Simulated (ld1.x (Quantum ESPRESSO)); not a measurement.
## Before and after: ultrasoft potential for sulfur

* Element: sulfur (S)
* Generator: ld1.x (Quantum ESPRESSO) 7.5
* Type: ultrasoft
* Functional: PBE
* Relativity: scalar-relativistic
* Frozen core: [He]
* Valence charge: 14
* Reference configuration: 2s2 2p6 3s2 3p3.75 (charge +0.25)
* Partial waves: 2s (bound): rcut 0.65, rcutus 0.80 bohr; 3s (bound): rcut 0.65, rcutus 0.80 bohr; 2p (bound): rcut 0.65, rcutus 0.80 bohr; 3p (bound): rcut 0.65, rcutus 0.80 bohr
* Local potential: all-electron potential smoothed inside 0.65 bohr (lloc = -2)
* Core correction: none
* Augmentation charge: PSQ, inside the norm-conserving radii

Change: all radii scaled by about 0.80 (s 0.64, p 0.64 bohr, rcut 0.52/0.52); local potential all-electron potential smoothed inside 0.52 bohr (lloc = -2).

Cutoffs: the cutoffs (Ry, on a coarse ladder) from which the occupation-weighted sum of valence levels, in a spherical-Bessel basis at the reference potential, stays within 10 and 1 mRy of its value at 400 Ry; they do not see the model core or the augmentation charge, which bear on the density cutoff. Errors are all-electron minus pseudo energies relative to the spin-unpolarised reference configuration.

**Question.** Predict the effect on cutoff, ghosts and configuration errors.

**Answer.** Of the 7 tests that both files solve, the error grows in 1 and shrinks in 4 by more than 15 % and 0.3 meV (median size 3.6 → 1.0 meV); neither file shows a bound ghost.

```tsv
quantity	base	changed
cutoff, loose	230 Ry	300 Ry
cutoff, tight	over 300 Ry	over 300 Ry
loose cutoff by channel (10 mRy a level)	s 120 Ry, p 200 Ry	s 120 Ry, p 230 Ry
bound ghosts	none	none
error for 2s2 2p6 3s2 3p4, meV [ΔE -2.04 eV]	-0.1	-0.3
error for 2s2 2p6 3s2 3p3, meV [ΔE 9.73 eV]	+0.6	+1.0
error for 2s2 2p6 3s2 3p2, meV [ΔE 32.02 eV]	+3.6	+2.7
error for 2s2 2p6 3s1 3p5, meV [ΔE 8.27 eV]	-13	+0.1
error for 2s2 2p5 3s2 3p4, meV [ΔE 171.65 eV]	-564	+122
error for 2s2 2p6 3s2 3p4.3, meV [ΔE -3.75 eV]	-0.2	-0.5
error for 2s1 2p6 3s2 3p4, meV [ΔE 225.28 eV]	-705	+2.8
lowest overlap eigenvalue by channel	s 0.15, p 0.15	s 0.53, p 0.57
```
